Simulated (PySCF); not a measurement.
**Structure and isotropic susceptibility**

Method used: PySCF 2.14.0, GIAO B3LYP/pcSseg-1 magnetisability, rotational g tensor and spin-rotation constants, non-relativistic, gas phase. Geometry: GFN2-xTB.

Each molecule in one low-energy conformer.

How does the isotropic susceptibility change along this series?
- C#CCC/C=C(\C)N=C (C-C bond made double)
- C#C/C=C\C[C@H](C)N=C (C-C bond made double)
- C#CC/C=C\[C@H](C)N=C (C-C bond made double)
- C#CCCC[C@H]1CC=N1 (ring closed by a new C-C bond)


```csv
molecule,"χ, cgs (10⁻⁶ cm³/mol)",magnetisability anisotropy (10⁻³⁰ J/T²)
C#CCC/C=C(\C)N=C,-80.2,210
C#C/C=C\C[C@H](C)N=C,-79.0,233
C#CC/C=C\[C@H](C)N=C,-78.4,232
C#CCCC[C@H]1CC=N1,-77.9,111
```
The isotropic susceptibility is lowest for C#CCC/C=C(\C)N=C and highest for C#CCCC[C@H]1CC=N1.
